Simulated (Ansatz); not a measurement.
Geometry optimisation, RKS PBE0/def2-SVP in Ansatz.

Input:

```yaml
crystal:
  periodic: [false, false, false]
  atoms:
    - { symbol: C, position_ang: [-1.2793, 1.5368, 0.2089] }
    - { symbol: C, position_ang: [-0.4922, 0.6196, 0.5915] }
    - { symbol: B, position_ang: [0.4519, -0.0777, -0.4287] }
    - { symbol: Sb, position_ang: [1.9385, -1.6724, 0.3002] }
    - { symbol: H, position_ang: [-1.3632, 1.9027, -0.8558] }
    - { symbol: H, position_ang: [-1.9911, 2.066, 0.9157] }
    - { symbol: H, position_ang: [-0.4483, 0.3188, 1.6375] }
    - { symbol: H, position_ang: [0.5324, 0.2441, -1.563] }
    - { symbol: H, position_ang: [2.2058, -2.1768, -1.3046] }
    - { symbol: H, position_ang: [0.5286, -2.8123, 0.5011] }
basis:
  gaussian: { orbitals: def2-SVP }
hamiltonian:
  xc: pbe0
relax:
  f_tol: 0.015
  max_steps: 40
```

Launched with:

```bash
$ ansatz run input.yaml --threads 2 --pin off --max-ram 3072MiB --backend cpu --events-out ev --progress --plain --runs-dir out
```

Task: Where does it end, and by what steps?

Result: It converged. After 12 steps the energy has fallen by 0.427 eV; H10 moved furthest, 0.53 Å.

| step | energy less start (eV) | largest force component (eV/Å) | accepted |
| --- | --- | --- | --- |
| 0 | 0.0000 | 4.997 | yes |
| 1 | -0.2024 | 1.799 | yes |
| 2 | -0.3443 | 0.828 | yes |
| 3 | -0.3769 | 0.688 | yes |
| 4 | -0.3900 | 0.707 | yes |
| 5 | -0.4219 | 0.197 | yes |
| 6 | -0.4237 | 0.190 | yes |
| 7 | -0.4253 | 0.136 | yes |
| 8 | -0.4257 | 0.100 | yes |
| 9 | -0.4263 | 0.060 | yes |
| 10 | -0.4270 | 0.032 | yes |
| 11 | -0.4273 | 0.018 | yes |
| 12 | -0.4274 | 0.005 | yes |

```xyz
10
Properties=species:S:1:pos:R:3
C -1.319 1.542 0.187
C -0.496 0.541 0.556
B 0.566 0.000 -0.421
Sb 1.979 -1.650 0.088
H -1.227 2.012 -0.799
H -2.114 1.927 0.837
H -0.639 0.108 1.554
H 0.716 0.554 -1.487
H 1.794 -2.462 -1.406
H 0.822 -2.622 0.894
```

Whether the end is a true minimum wasn't checked by a vibrational analysis.

The run took 41 s on 2 threads of Intel(R) Xeon(R) Platinum 8488C (Sapphire Rapids), with other jobs on the host, peak memory 0.23 GiB.
